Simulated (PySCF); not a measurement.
**How methods differ on the ionisation energy of Ga⁺**

Ga⁺ [Ar] 3d10 4s2 (1S) → Ga²⁺ [Ar] 3d10 4s1 (2S), as a difference of total energies. Calculation: PySCF 2.14, in 6-31G*; the non-relativistic Hamiltonian (point nucleus). Correlated levels: valence: [Ar] 3d10 frozen. The calculations carry no spin-orbit coupling.

| method | ionisation energy (eV) | difference from reference (eV) |
| --- | --- | --- |
| UHF | 18.588 | -1.927 |
| MN15 | 20.292 | -0.223 |
| LDA | 20.966 | +0.451 |
| MP2 (valence) | 19.218 | -1.297 |
| SCS-MP2 (valence) | 19.344 | -1.171 |
| CCSD (valence) | 19.536 | -0.979 |

Reference: 20.515 eV (measured; NIST Atomic Spectra Database, ionization energies).

These non-relativistic numbers lack the scalar-relativistic shift.

Errors of the correlated levels include the incompleteness of this basis and the frozen core.

With two correlated electrons CCSD is exact in that space.
